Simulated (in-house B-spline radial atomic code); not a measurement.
# PBE0 excitations of the arsenic ion As³⁺

Method: PBE0. Computed with an all-electron radial atomic-structure program (B-spline basis): linear response of the closed shell [Ar] 3d10 4s2 with the functional's adiabatic kernel; scalar-relativistic (spin-free one-electron X2C), finite nucleus, no spin-orbit coupling, no double excitations, S, P, D and F terms only; shells from n = 2 respond. Only terms of natural parity with L up to 3 were computed.

Command:
```bash
python run_td.py task.json out
```
Settings (radii: box in bohr, nucleus in fm):
```
Z                        33
electrons                30
configuration            [Ar] 3d10 4s2
hamiltonian              x2c
method                   pbe0
box_radius               6.5
wall_radius              6.5
rms_radius               4.0968
intervals                67
```

Cost of the run: 1.7 s on 1 thread of Arm Neoverse N1 (shared host).

Confined states, up to the first strongly mixed one, which can leave gaps near the end. Labels give the largest channel, * marks a mixed state, and oscillator strengths are full-response dipole values. Semilocal kernels can invert the small singlet-triplet splittings of Rydberg terms. Energies in eV:

```json
{"state": "4s → 4p 3P", "full response": "9.477", "Tamm-Dancoff": "9.678", "oscillator strength": "-"}
{"state": "4s → 4p 1P", "full response": "13.925", "Tamm-Dancoff": "14.444", "oscillator strength": "1.64"}
{"state": "4s → 4d 3D", "full response": "?", "Tamm-Dancoff": "?", "oscillator strength": "-"}
{"state": "4s → 4d 1D", "full response": "26.528", "Tamm-Dancoff": "26.544", "oscillator strength": "-"}
{"state": "4s → 5s 3S", "full response": "27.414", "Tamm-Dancoff": "27.421", "oscillator strength": "-"}
{"state": "4s → 5s 1S", "full response": "28.358", "Tamm-Dancoff": "28.392", "oscillator strength": "-"}
{"state": "4s → 5p 3P", "full response": "31.78", "Tamm-Dancoff": "31.80", "oscillator strength": "-"}
{"state": "4s → 5p 1P", "full response": "32.34", "Tamm-Dancoff": "32.41", "oscillator strength": "0.0332"}
{"state": "4s → 4f 3F", "full response": "35.97", "Tamm-Dancoff": "35.98", "oscillator strength": "-"}
{"state": "4s → 4f 1F", "full response": "36.19", "Tamm-Dancoff": "36.20", "oscillator strength": "-"}
{"state": "4s → 5d 3D", "full response": "39.91", "Tamm-Dancoff": "39.92", "oscillator strength": "-"}
{"state": "4s → 5d 1D", "full response": "40.50", "Tamm-Dancoff": "40.51", "oscillator strength": "-"}
{"state": "3d → 4p 3P", "full response": "43.17", "Tamm-Dancoff": "43.19", "oscillator strength": "-"}
{"state": "3d → 4p 3F", "full response": "43.33", "Tamm-Dancoff": "43.35", "oscillator strength": "-"}
{"state": "3d → 4p 1F", "full response": "43.79", "Tamm-Dancoff": "43.79", "oscillator strength": "-"}
{"state": "3d → 4p 1P", "full response": "44.70", "Tamm-Dancoff": "44.79", "oscillator strength": "0.536"}
{"state": "4s → 6s 3S", "full response": "?", "Tamm-Dancoff": "?", "oscillator strength": "-"}
{"state": "4s → 6s 1S", "full response": "45.71", "Tamm-Dancoff": "45.73", "oscillator strength": "-"}
{"state": "4s → 5f 3F", "full response": "49.19", "Tamm-Dancoff": "49.20", "oscillator strength": "-"}
{"state": "4s → 5f 1F", "full response": "49.57", "Tamm-Dancoff": "49.57", "oscillator strength": "-"}
{"state": "4s → 6p 3P", "full response": "49.97", "Tamm-Dancoff": "49.97", "oscillator strength": "-"}
{"state": "4s → 6p 1P", "full response": "50.31", "Tamm-Dancoff": "50.35", "oscillator strength": "0.0649"}
```

(1) Where does 4s → 4d 3D lie?

(2) Where does 4s → 6s 3S lie?

(3) How large is the singlet-triplet splitting of 4s → 4p (P terms) in Tamm-Dancoff?

(4) What polarisabilities and dispersion coefficient does the method give?

## Answers

(1) At 25.447 eV in full response, 25.478 eV in Tamm-Dancoff.

(2) At 45.14 eV in full response, 45.15 eV in Tamm-Dancoff.

(3) 4.77 eV, from the unrounded values.

(4) Dipole 6.988 bohr³, quadrupole 14.7 bohr⁵, C6 22.17 hartree·bohr⁶ for two such species.
